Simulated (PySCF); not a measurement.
Indirect couplings

Bonds: Ge1-C4, Ge1-C8, C8-C9, C8-C13, C9-C10, C10-C11, C11-C12, C12-C13. Ge1 carries H2, H3; C4 carries H5, H6, H7; C9 carries H14; C10 carries H15; C11 carries H16; C12 carries H17; C13 carries H18.

Method: PBE/pcJ-1 (pcSseg-1 on Ge) (without the spin–dipole term)//PBE0-D3(BJ)/def2-SVP, PySCF; isolated molecule, single conformer, non-relativistic. Couplings are averaged over pairs made equivalent by symmetry, fast rotation or ring inversion, so a value needn't be that of the named pair in this geometry, while other rotamers aren't included; one pair stands for each set, and the list holds a selection of those of at least 0.8 Hz over up to four bonds.

Isotopes: ¹³C, ¹H.

```
    pair  bonds  J (Hz)
  C4, H5      1   125.1
  C8, C9      1       ?
 C9, C10      1    53.6
 C9, H14      1   152.8
C10, C11      1    54.7
C10, H15      1       ?
C11, H16      1       ?
  H2, C4      2     6.6
  H2, C8      2     6.5
  C4, C8      2     1.8
  H5, H6      2       ?
 C8, C10      2    -1.4
 C8, H14      2     4.1
 C9, H15      2     2.4
C10, H14      2     2.4
  H2, H5      3       ?
 C8, C11      3     7.9
 C8, H15      3     7.1
 C9, H16      3     7.4
C10, H17      3       ?
C11, H14      3     7.2
H15, H16      3       ?
 C9, H17      4    -0.8
C10, H18      4    -1.0
H14, H18      4     1.2
H15, H17      4       ?
```

Q: Estimate the withheld couplings, with signs.

A: 
- ¹J(C8,C9) = 49.5 Hz (bond length 1.402 Å)
- ¹J(C10,H15) = 153.0 Hz (bond length 1.093 Å)
- ¹J(C11,H16) = 153.2 Hz (bond length 1.093 Å)
- ²J(H5,H6) = -11.6 Hz
- ³J(H2,H5) = 3.0 Hz (mean over equivalent pairs that range from -0.4 to 9.3 Hz in this conformer)
- ³J(C10,H17) = 7.2 Hz (dihedral angle 180°)
- ³J(H15,H16) = 7.7 Hz (dihedral angle 0°)
- ⁴J(H15,H17) = 1.2 Hz

Relativistic effects of the heavier atoms present are left out.
